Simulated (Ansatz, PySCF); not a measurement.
IIn, SMILES [I][In] (connectivity only; charge and spin as stated), charge -1, multiplicity 2. Atoms are numbered in the order given.

```xyz
2

In     0.0000     0.0000    -1.5923
I      0.0000     0.0000     1.4749
```
Charge -1, spin multiplicity 2.

Coordinates come from a B3LYP-D3(BJ)/def2-TZVPD optimisation. The spin state was assumed, not searched. The def2 effective core potentials stand for the cores of I, In; spin–orbit coupling is left out.

Two levels are set side by side: PBE-D3(BJ)/def2-TZVPD (Ansatz, a program for electronic structure) and B3LYP-D3(BJ)/def2-TZVPD (Ansatz). Each level has its own optimised geometry; the coordinates shown are those of the second. Frequencies come from the Hessian of PySCF at each geometry. Differences are taken from unrounded values.

| quantity | B3LYP-D3(BJ) |
|---|---|
| bond In1–I2 (Å) | 3.067 |
| highest harmonic wavenumber (cm⁻¹) | 104 |
| mean harmonic wavenumber (cm⁻¹) | 104 |
| zero-point energy (kcal/mol) | 0.15 |

What does PBE-D3(BJ) give, and how far is it from B3LYP-D3(BJ)? (The exact figures need the calculation; the answer reports its results.)


```tsv
quantity	PBE-D3(BJ)	PBE-D3(BJ) minus B3LYP-D3(BJ)
bond In1–I2 (Å)	3.025	-0.042
highest harmonic wavenumber (cm⁻¹)	111	7
mean harmonic wavenumber (cm⁻¹)	111	7
zero-point energy (kcal/mol)	0.16	0.01
```
